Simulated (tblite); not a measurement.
Question: Give a GFN2-xTB geometry of InChI=1S/C4H6F3OSi/c1-3(2)8-9-4(5,6)7/h9H,1H2,2H3/q-1. (Charge -1.)

Answer: 
```xyz
15
C4H6F3OSi angstrom
C     -1.5947   -0.1214    1.4730
C     -1.1642    0.0218    0.2181
C     -2.1218    0.0740   -0.9512
O      0.0931    0.1242   -0.1415
Si     1.4240    0.2984    0.9348
C      2.7621    0.1972   -0.5043
F      4.0159    0.1670    0.0547
F      2.7791   -0.8562   -1.3867
F      2.7983    1.2990   -1.3135
H     -2.6444   -0.1904    1.7007
H     -0.9004   -0.1410    2.2920
H     -1.9043   -0.7401   -1.6430
H     -1.9873    1.0126   -1.4895
H     -3.1534   -0.0064   -0.6157
H      1.5937   -1.1306    1.3501
```

Any rigid rotation of these coordinates is as good. Atoms count from 1 in this order. C1 (terminal =CH2 carbon) is planar (angles 121.4°, 120.7° and 117.9°, sum 360.0°, 0.01 Å off the plane of its three neighbours). C2 (vinylic carbon bearing oxygen) is planar (angles 125.1°, 121.8° and 113.1°, sum 360.0°, 0.00 Å off the plane of its three neighbours). Si5 (silicon bonded to C, O and H) is pyramidal (angles 99.5°, 94.4° and 93.6°, sum 287.5°, 0.87 Å off the plane of its three neighbours). The C–C distances run from 1.334 Å (C1=C2, drawn double) to 1.512 Å (C2–C3, drawn single), a spread of 0.178 Å.

Bonds between heavy atoms (Å): C1=C2 1.334, C2–C3 1.512, C2–O4 1.312, O4–Si5 1.720, Si5–C6 1.968, C6–F7 1.373, C6–F8 1.374, C6–F9 1.367.

Computed geometry: GFN2-xTB, gas phase.

Point group: C1 (no symmetry element, even within 0.4 Å). Its GFN2-xTB frequencies are all real (lowest 33 cm⁻¹). Torsions: C1–C2–O4–Si5 -8°, C2–O4–Si5–C6 175°.

One conformer stands for the species.
